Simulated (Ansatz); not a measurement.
Li₃Al, relaxed as a singlet with RKS PBE0-D4/def2-TZVP in Ansatz, starting from the GFN2-xTB geometry. Force threshold 0.02 eV/Å.

The structure comes from a short search, and lower isomers may exist.

Start:

```tsv
atom	x (Å)	y (Å)	z (Å)
Al1	0.1320	1.4643	-1.1021
Li2	-1.3752	0.6787	0.8094
Li3	1.4337	-0.6965	-0.6797
Li4	-0.1905	-1.4465	0.9724
```

(1) Estimate the energy that the relaxation releases and the steps that it takes.

(2) Does the start keep its bonding and symmetry?

(3) Predict the relaxed structure.

Answers

(1) 22.7 kcal/mol, in 9 steps; 8.5 s on 4 threads of Arm Neoverse N1 on a shared host. No frequencies were taken in this run, so the end may be a saddle point.

(2) Bonds formed: Al1–Li4 (atoms count from 1). Metal–metal contacts that move far: Li3–Li4 2.44 to 3.10 Å, Li2–Li4 2.44 to 3.10 Å. The end is the same structure that another start reached, the lowest one found. Point group Cs at the start, C2v at the end, both within 0.05 Å.

(3) 
```xyz
4

Al    0.129    1.015   -0.694
Li   -2.006    1.154    0.961
Li    2.046   -0.828   -1.188
Li   -0.168   -1.341    0.921
```
Bond lengths (bridged metal pairs left out): 3 × Al–Li 2.70 to 2.87 Å.
